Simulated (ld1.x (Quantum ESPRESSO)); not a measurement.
## Reading a pseudo-wave (V (Z = 23))

Columns: radius, all-electron u(r) and pseudo u(r) of the 4p shell (level -1.14 eV) of vanadium in the configuration [Ar] 3d4 4s1 4p0; LDA (PZ), scalar-relativistic, ultrasoft scheme, ld1.x (Quantum ESPRESSO) 7.5.

| r (bohr) | all-electron | pseudo |
| --- | --- | --- |
| 0.178 | 0.0935 | 0.0034 |
| 0.355 | -0.0109 | 0.0135 |
| 0.533 | -0.1223 | 0.0300 |
| 0.710 | -0.1636 | 0.0519 |
| 0.888 | -0.1467 | 0.0786 |
| 1.065 | -0.0967 | 0.1089 |
| 1.243 | -0.0318 | 0.1418 |
| 1.420 | 0.0363 | 0.1759 |
| 1.598 | 0.1025 | 0.2105 |
| 1.775 | 0.1632 | 0.2443 |
| 1.953 | 0.2178 | 0.2769 |
| 2.130 | 0.2656 | 0.3072 |
| 2.308 | 0.3071 | 0.3352 |
| 2.485 | 0.3424 | 0.3603 |
| 2.662 | 0.3720 | 0.3826 |
| 2.840 | 0.3966 | 0.4021 |
| 3.018 | 0.4164 | 0.4188 |
| 3.195 | 0.4319 | 0.4327 |
| 3.373 | 0.4437 | 0.4438 |
| 3.550 | 0.4519 | 0.4519 |
| 3.728 | 0.4571 | 0.4571 |
| 3.905 | 0.4595 | 0.4595 |
| 4.083 | 0.4595 | 0.4595 |
| 4.260 | 0.4574 | 0.4574 |
| 4.438 | 0.4535 | 0.4535 |
| 4.615 | 0.4479 | 0.4479 |

Question: How many radial nodes do the two functions have?

Answer: The all-electron 4p function has n − l − 1 = 2; the pseudo-wave has 0, since the states of the same l below it are removed with the core.

Question: At about which radius was the pseudo-wave matched?

Answer: 3.55 bohr, where the columns begin to agree (steps of 0.18 bohr).

Question: Is the pseudo-wave norm-conserving?

Answer: No, it belongs to an ultrasoft set: the norm inside the radius is not constrained, and the difference is carried by the augmentation charge.
